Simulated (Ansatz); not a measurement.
Phenanthrenequinone (C₁₄H₈O₂). Charge 0, multiplicity 1. Geometry PBE-D4/def2-SVP; atoms count from 1.

```xyz
24

O     0.847    3.375   -0.637
C     0.468    2.218   -0.524
C    -0.590    1.667   -1.511
O    -1.029    2.399   -2.388
C    -1.025    0.254   -1.342
C    -1.987   -0.244   -2.244
C    -2.442   -1.561   -2.147
C    -1.928   -2.388   -1.133
C    -0.973   -1.901   -0.233
C    -0.496   -0.573   -0.311
C     0.515   -0.046    0.636
C     1.057   -0.840    1.670
C     2.013   -0.330    2.558
C     2.461    0.997    2.441
C     1.939    1.802    1.426
C     0.976    1.297    0.529
H    -2.356    0.445   -3.018
H    -3.193   -1.946   -2.853
H    -2.275   -3.429   -1.041
H    -0.595   -2.578    0.545
H     0.732   -1.882    1.794
H     2.413   -0.980    3.351
H     3.213    1.395    3.139
H     2.255    2.847    1.291
```

Estimate the Mulliken populations from the PBE0/def2-TZVP orbitals of Ansatz.


| atom | charge (e) |
| --- | --- |
| O1 | -0.27 |
| C2 | 0.18 |
| C3 | 0.18 |
| O4 | -0.27 |
| C5 | -0.04 |
| C6 | -0.13 |
| C7 | -0.12 |
| C8 | -0.08 |
| C9 | -0.23 |
| C10 | 0.16 |
| C11 | 0.16 |
| C12 | -0.23 |
| C13 | -0.08 |
| C14 | -0.12 |
| C15 | -0.13 |
| C16 | -0.04 |
| H17 | 0.16 |
| H18 | 0.13 |
| H19 | 0.13 |
| H20 | 0.11 |
| H21 | 0.11 |
| H22 | 0.13 |
| H23 | 0.13 |
| H24 | 0.16 |
Mulliken values depend strongly on the basis.

And the Mayer bond orders between heavy atoms (over 0.3)?

O1–C2 2.08 (1.22 Å); C2–C3 0.96 (1.55 Å); C2–C16 0.96 (1.49 Å); C3–O4 2.08 (1.22 Å); C3–C5 0.96 (1.49 Å); C5–C6 1.39 (1.41 Å); C5–C10 1.29 (1.42 Å); C6–C7 1.40 (1.40 Å); C7–C8 1.37 (1.41 Å); C8–C9 1.45 (1.40 Å); C9–C10 1.38 (1.41 Å); C10–C11 0.96 (1.48 Å); C11–C12 1.38 (1.41 Å); C11–C16 1.29 (1.42 Å); C12–C13 1.45 (1.40 Å); C13–C14 1.37 (1.41 Å); C14–C15 1.40 (1.40 Å); C15–C16 1.39 (1.41 Å).
